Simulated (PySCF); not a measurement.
Mo(O)2(OH)(NH2) (H₃MoNO₃), SMILES [Mo]([NH2])([OH])(=[O])=[O], multiplicity 1. Atoms are numbered in the order given.

```xyz
8

Mo     0.0608     0.0204     0.0000
O      1.0181     0.1745    -1.3848
O      1.0181     0.1745     1.3848
O     -1.2948     1.3307     0.0000
H     -1.1772     2.2898     0.0000
N     -0.7819    -1.7185     0.0000
H     -0.9172    -2.2779    -0.8406
H     -0.9172    -2.2779     0.8406
```

Geometry optimised at B3LYP-D3(BJ)/def2-SVP. The geometry has at least one imaginary mode, so it is a saddle point at that level. The spin state was assumed, not searched. The def2 effective core potentials stand for the cores of Mo; spin–orbit coupling is left out. Other conformers were not sampled.

Computed with TDDFT-CAM-B3LYP/def2-SVPD (PySCF).

Vertical excitations. Gas-phase values at a fixed geometry. State labels are in the subgroup Cs.

Estimate the UV-visible absorptions. (Estimate from the structure and the level; the computed values follow.)


| state | symmetry | energy (eV) | λ (nm) | f | main pairs |
|---|---|---|---|---|---|
| S1 | A' | 4.75 | 261 | 0.000 | HOMO−1→LUMO+1 95 % |
| S2 | A" | 4.89 | 254 | 0.000 | HOMO→LUMO+1 84 %, HOMO−1→LUMO 13 % |
| S3 | A" | 5.18 | 239 | 0.007 | HOMO−1→LUMO 75 %, HOMO→LUMO+1 12 % |
| S4 | A' | 5.31 | 233 | 0.075 | HOMO→LUMO 79 %, HOMO−3→LUMO 12 % |
| S5 | A" | 5.63 | 220 | 0.000 | HOMO−2→LUMO 94 % |
| S6 | A' | 5.89 | 211 | 0.006 | HOMO−3→LUMO 51 %, HOMO−4→LUMO 28 %, HOMO−2→LUMO+1 11 % |
| S7 | A' | 5.98 | 207 | 0.013 | HOMO−2→LUMO+1 57 %, HOMO−3→LUMO 21 %, HOMO−4→LUMO 9 % |
| S8 | A" | 6.01 | 206 | 0.001 | HOMO−4→LUMO+1 83 % |
| S9 | A" | 6.22 | 199 | 0.002 | HOMO−1→LUMO+2 57 %, HOMO−1→LUMO+3 14 %, HOMO−3→LUMO+1 11 %, HOMO−1→LUMO+4 9 % |
| S10 | A" | 6.29 | 197 | 0.012 | HOMO−3→LUMO+1 62 %, HOMO−1→LUMO+2 12 % |
| T1 | A' | 4.17 | 297 | 0 | HOMO→LUMO 95 % |
| T2 | A' | 4.40 | 282 | 0 | HOMO−1→LUMO+1 93 % |
| T3 | A" | 4.50 | 276 | 0 | HOMO−1→LUMO 63 %, HOMO→LUMO+1 19 %, HOMO−3→LUMO+1 10 % |
| T4 | A" | 4.65 | 267 | 0 | HOMO→LUMO+1 59 %, HOMO−1→LUMO 28 % |
Triplets are in the Tamm–Dancoff approximation, which puts them higher than full response would, so one can lie above its singlet here.
